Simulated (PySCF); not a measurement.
# A small calculation by hand: entropy of an ideal gas

C₄H₃F, SMILES C(/C#C)=C/F.

Coordinates come from a B3LYP-D3(BJ)/def2-SVP optimisation. The structure was generated by enumeration; whether it is a known compound was not checked.

B3LYP-D3(BJ)/def2-SVP in PySCF 2.14.0 gives the harmonic wavenumbers 146, 287, 385, 568, 664, 707, 757, 772, 929, 959, 1107, 1269, 1409, 1720, 2217, 3172, 3209, 3471 cm⁻¹ and the rotational temperatures 0.6620, 0.1602, 0.1290 K. The molar mass is 70.07 g/mol, the symmetry number 1, the spin multiplicity 1.

Task: Work out the entropy at 298.15 K and 1 atm in the rigid-rotor, harmonic-oscillator model.

Result: 
Translation (Sackur–Tetrode at 1 atm): S = R[1.5 ln M + 2.5 ln T − 1.16487] = 161.7 J/(mol K).
Rotation: q = (√π/σ) T^1.5/√(θA θB θC) = 78000, S = R[ln q + 3/2] = 106.1 J/(mol K).
Vibration: with u = 1.4388 ν/T, each mode gives R[u/(e^u − 1) − ln(1 − e^−u)]:
| ν (cm⁻¹) | modes | u | S (J/(mol K)) |
|---|---|---|---|
| 146 | 1 | 0.70 | 11.40 |
| 287 | 1 | 1.38 | 6.24 |
| 385 | 1 | 1.86 | 4.27 |
| 568 | 1 | 2.74 | 2.13 |
| 664 | 1 | 3.20 | 1.47 |
| 707 | 1 | 3.41 | 1.25 |
| 757 | 1 | 3.65 | 1.03 |
| 772 | 1 | 3.73 | 0.97 |
| 929 | 1 | 4.48 | 0.52 |
| 959 | 1 | 4.63 | 0.46 |
| 1107 | 1 | 5.34 | 0.25 |
| 1269 | 1 | 6.12 | 0.13 |
| 1409 | 1 | 6.80 | 0.07 |
| 1720 | 1 | 8.30 | 0.02 |
The stiffer modes add less than 0.005 each. Sum 30.2 J/(mol K).
Spin: R ln 1 = 0.0 J/(mol K).
Total 298.1 J/(mol K); the program's own thermochemistry gives 298.1. Translation makes up 54 % and vibration 10 %. Anharmonicity, hindered rotation and orbital degeneracy are left out.
